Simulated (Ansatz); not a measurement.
Na9⁺, relaxed as a singlet with RKS r2SCAN/def2-SVP in Ansatz, starting from the GFN1-xTB geometry. Force threshold 0.02 eV/Å.

The restricted singlet is unstable towards broken spin symmetry in Hartree–Fock (as tested in another run); at r2SCAN/def2-SVP this wasn't settled. Another isomer (singlet) lies 0.04 eV lower at PBE0/def2-TZVP; other spin states weren't run for this one.

Start:

Cartesian coordinates in Å:
```
Na -1.959 -0.901 -1.421
Na -1.236 0.459 -1.081
Na 1.405 0.824 1.682
Na -1.510 0.267 -0.904
Na 1.297 -2.005 1.554
Na -1.231 -0.121 0.055
Na -2.010 -0.936 -1.239
Na 4.570 0.851 1.298
Na 0.673 1.562 0.058
```

Problem. Estimate the energy that the relaxation releases and the steps that it takes.

Solution. 4557.99 eV, in 31 steps; 6.4 min on 4 threads of Arm Neoverse V2 on a shared host. No frequencies were taken in this run, so the end may be a saddle point.

Problem. Does the start keep its bonding?

Solution. Bonds lost: Na1–Na2, Na1–Na6, Na2–Na3, Na2–Na6, Na2–Na7, Na5–Na6 (atoms count from 1). Bonds formed: Na1–Na5, Na2–Na5, Na3–Na7, Na4–Na5, Na5–Na7, Na5–Na8 (atoms count from 1). Metal–metal contacts that move far: Na1–Na7 0.19 to 3.84 Å, Na4–Na7 1.34 to 3.89 Å, Na3–Na9 1.93 to 3.88 Å, Na3–Na8 3.19 to 3.83 Å.

Problem. Predict the relaxed structure.

Solution. 
Cartesian coordinates in Å:
```
Na -1.284 -2.892 -2.102
Na 1.366 0.361 -3.005
Na 0.835 0.132 3.031
Na -1.910 0.725 -1.536
Na 0.789 -1.264 -0.015
Na -2.180 2.046 1.731
Na -2.191 -1.750 1.448
Na 3.752 0.217 0.546
Na 0.823 2.425 -0.099
```
Bond lengths (bridged metal pairs left out): 21 × Na–Na 3.35 to 3.90 Å.
